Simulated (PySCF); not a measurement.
**Orbital energies, ionisation energy and electron affinity**

GeMeI3, CH3GeI3.
Z-matrix (Å and degrees, PBE0-D3(BJ)/def2-SVP geometry), rows numbered from 1:
```
Ge
C   1  1.9394
H   2  1.0992  1  108.46
H   2  1.0987  1  108.79  3  -119.65
H   2  1.0985  1  109.10  3   119.98
I   1  2.5185  2  110.41  3   176.53
I   1  2.5171  2  109.61  3    56.52
I   1  2.5171  2  109.70  3   -63.15
```

Level: CAM-B3LYP/def2-SVPD (PySCF). Frontier orbitals with their largest atomic shares (Löwdin; up to four atoms above 4 %):

```
orbital  ε (eV)                           main atoms
 HOMO−3   -9.23   I7 27 %, I8 27 %, I6 27 %, Ge1 9 %
 HOMO−2   -8.97   I6 42 %, I8 38 %, I7 14 %, Ge1 4 %
 HOMO−1   -8.97   I7 49 %, I8 26 %, I6 20 %, Ge1 4 %
   HOMO   -8.75                                    ?
   LUMO   -1.71  I6 23 %, I8 23 %, I7 23 %, Ge1 23 %
 LUMO+1    0.25  I7 34 %, Ge1 28 %, I6 18 %, I8 12 %
 LUMO+2    0.26   I8 31 %, Ge1 27 %, I6 25 %, I7 9 %
```

Q: What vertical ionisation energy does ΔSCF give, and how far is −ε(HOMO) from it?

A: ΔSCF: 9.50 eV (916 kJ/mol; threshold wavelength 131 nm); ⟨S²⟩ of the doublet left behind is 0.758, against 0.75 for a pure doublet. −ε(HOMO) is 8.75 eV, 0.75 eV below it. In exact Kohn–Sham theory the two would be equal; CAM-B3LYP (range-separated hybrid) falls short of its own ΔSCF value by 8 %. Holes in the HOMO−1 and HOMO−2 were tried too where these lie within 1.2 eV of the HOMO; the lowest converged state counts.

Q: On which atoms does the HOMO lie?

A: I7 (iodine bonded to Ge) 34 %, I8 (iodine bonded to Ge) 33 %, I6 (iodine bonded to Ge) 33 %, so no atom holds as much as 40 %. The HOMO−1 lies 0.22 eV lower.

Q: And the vertical electron affinity, the fundamental gap, Mulliken's electronegativity and the hardness (with the factor ½)?

A: EA = 1.17 eV by ΔSCF (−ε(LUMO) = 1.71 eV). IE − EA = 8.33 eV against an orbital gap of 7.04 eV; (IE + EA)/2 = 5.33 eV; (IE − EA)/2 = 4.17 eV.

Q: Shift the occupied levels rigidly so that −ε(HOMO) equals the ΔSCF value. What binding energies result?

A: The shift is +0.75 eV: HOMO 9.50, HOMO−1 9.72, HOMO−2 9.72, HOMO−3 9.98 eV. A rigid shift is only a rough guide to the deeper ionisations.

Q: How many of the 15 lowest singlet excitations (vertical TDDFT, same level) lie below the ionisation energy?

A: All 15; they run from 3.99 to 6.71 eV.

Q: With α = 152.3 au, estimate the like-pair dispersion coefficient by London's formula C6 = (3/4)α²I.

A: I = 0.3490 Eh, so C6 ≈ 6070 au, a rough estimate.

Q: What total energies stand behind the ΔSCF value?

A: E(N) = -3009.96373 Eh and E(N − 1) = -3009.61468 Eh at the same geometry, 0.34905 Eh apart. With one more electron, E(N + 1) = -3010.00679 Eh.

Geometry: PBE0-D3(BJ)/def2-SVP; no solvent, vibrations or thermal averaging. Atoms past krypton carry effective core potentials; spin–orbit coupling is left out. The calculation is non-relativistic apart from the core potentials, for germanium too.
